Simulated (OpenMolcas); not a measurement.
## Mn4+, Tc4+, Re4+: d3 down the group

```yaml
Program: OpenMolcas 26.06
Method: SS-CASPT2, IPEA 0.25 Eh, imaginary shift 0.1 Eh
Basis: ANO-RCC-VQZP
Scalar_Hamiltonian: DKH2, point nucleus
Spin-orbit_coupling: RASSI with atomic mean-field integrals over the reference wave functions, term energies averaged over their components
```

Active space for each ion: 3 electrons in 10 orbitals (d d); closed shells correlated by CASPT2: Mn4+ 3s 3p; Tc4+ 4s 4p; Re4+ 5s 5p.

Computed levels in cm-1 above 4F 3/2:

```csv
Level,Mn4+,Tc4+,Re4+
4F 5/2,365,1038,4980
4F 7/2,861,2320,9150
4F 9/2,1473,3760,12120
4P 1/2,17140,12090,14400
4P 5/2,17740,13780,21580
2G 7/2,18080,13620,19270
2G 9/2,18610,14530,31000
2P 1/2,23460,17060,23770
2D 5/2(1),25360,20230,29510
weight of 4F in the lowest level (%),100,99,84
```

Mixed levels, with the weight of the term that names them: Re4+ 4F 9/2 (64 %), Re4+ 4P 1/2 (62 %), Re4+ 2G 9/2 (55 %), Re4+ 2P 1/2 (62 %).

Measured, with the error of the calculation in %. Measured levels: Mn4+ from Corliss and Sugar, J. Phys. Chem. Ref. Data 6, 1253 (1977); Re4+ from the list in Brasseur, Gamrath and Quinet, At. Data Nucl. Data Tables 157, 101636 (2024).

```
    Level          Mn4+          Re4+
   4F 5/2    359 (+1.8)   4853 (+2.7)
   4F 7/2    835 (+3.1)   8973 (+1.9)
   4F 9/2   1412 (+4.3)  11914 (+1.8)
   4P 1/2  16434 (+4.3)  14325 (+0.6)
   4P 5/2  17049 (+4.0)  20922 (+3.1)
   2G 7/2  17892 (+1.0)  19013 (+1.3)
   2G 9/2  18399 (+1.1)              
   2P 1/2  23082 (+1.6)  23669 (+0.4)
2D 5/2(1)  24630 (+3.0)  28739 (+2.7)
```

The fine-structure level 4F 9/2 changes by a factor of 8.23 from Mn4+ to Re4+.

Without spin-orbit coupling 4P lies 16670, 10970, 10660 cm-1 above 4F in that order; the difference to the level 4P 1/2, of either sign, comes from spin-orbit coupling, which also lowers the zero.

CASPT2 does not keep the components of a term degenerate, so their means are used; among the terms shown or strongly mixed into the levels shown the widest spread is 710 cm-1 (3d3 4F, Mn4+). Active for correlation alone: 4d; no level in the range computed is led by a configuration that fills it, so any true level of that kind is missing (holds for Mn4+). Active for correlation alone: 5d; no level in the range computed is led by a configuration that fills it, so any true level of that kind is missing (holds for Tc4+). Active for correlation alone: 6d; no level in the range computed is led by a configuration that fills it, so any true level of that kind is missing (holds for Re4+). Measured partners are found by configuration, term and J. A level has none where our copy of the source lacks it or the pairing is in doubt (some pairs that miss far off the trend of their configuration count as doubtful), and it then counts in no deviation. Levels of configurations outside the active space are missing.

A number in round brackets counts repeated terms of one configuration in the order of the reference energies.
